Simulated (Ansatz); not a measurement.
**A geometry optimisation of GeH5SSi− with r2SCAN-D4/def2-SVPD**

The starting geometry of this gas-phase singlet was optimised with GFN2-xTB; its bonds are those of `S[SiH2][GeH2-]`.

```xyz
8

Ge    0.6309    0.7979   -2.1551
S     1.8538   -0.3740    1.2196
Si    0.7703   -0.9708   -0.6250
H     1.4575    0.8868    1.1791
H    -0.2430   -1.8206    0.0423
H     1.7192   -2.0418   -1.0053
H    -0.2728   -0.1924   -3.0911
H    -0.7394    1.3356   -1.4559
```

**Question.** Where would you expect an optimisation with r2SCAN-D4/def2-SVPD to take it?

**Answer.** It keeps its bonds, and is `S[SiH2][GeH2-]`.

The energy falls by 0.17 eV over 14 steps:

| step | E − E(last) (eV) |
| --- | --- |
| 1 | 0.174 |
| 2 | 0.091 |
| 4 | 0.027 |
| 5 | 0.014 |
| 7 | 0.007 |
| 8 | 0.005 |
| 10 | 0.001 |
| 11 | 0.000 |
| 13 | 0.000 |
| 14 | 0.000 |

Final geometry (Å):

```xyz
8

Ge    0.4688    0.8827   -2.0275
S     1.5977   -0.3167    1.4235
Si    0.7595   -0.9896   -0.5336
H     2.0102    0.8789    0.9409
H    -0.3620   -1.8704   -0.0238
H     1.7560   -2.0164   -1.0304
H    -0.0521   -0.1159   -3.1677
H    -1.0018    1.1684   -1.4729
```

No frequencies were run, so the end isn't proven a minimum. Run with Ansatz 0.2.0, 77 s on 2 threads of Intel(R) Xeon(R) Processor @ 2.50GHz (Skylake/Cascade Lake) (shared host).
